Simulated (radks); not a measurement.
Values are calculated unless marked as measured or tabulated.
Cr XII, configuration [Ne] 3s2 3p1. Code: a radial shooting solver on a logarithmic mesh with Libxc functionals. Model: scalar-relativistic Kohn-Sham, exchange-only LDA, spin-polarised, spherical densities, point nucleus; open shells are filled with parallel spins first.

Unscreened Slater integrals over Kohn-Sham orbitals (eV). They are taken over the spin-up orbitals.

integral,value
"F0(3p,3p)",31.545
"F2(3p,3p)",16.032
"F0(3p,3s)",31.502
"G1(3p,3s)",20.863
"F0(3p,2p)",42.076
"F2(3p,2p)",9.7465
"G0(3p,2p)",3.9812
"G2(3p,2p)",4.2321
"F0(3p,2s)",41.052
"G1(3p,2s)",3.0897
"F0(3s,3s)",31.507
"F0(3s,2p)",41.423
"G1(3s,2p)",4.0001
"F0(3s,2s)",40.687
"G0(3s,2s)",3.1777
"F0(2p,2p)",96.596
"F2(2p,2p)",45.469
"F0(2p,2s)",89.240
"G1(2p,2s)",51.646
"F0(2s,2s)",84.473

Derived for the open shells (J is the average intra-shell exchange parameter used in DFT+U). 3p: J = F2/5 = 3.206 eV.
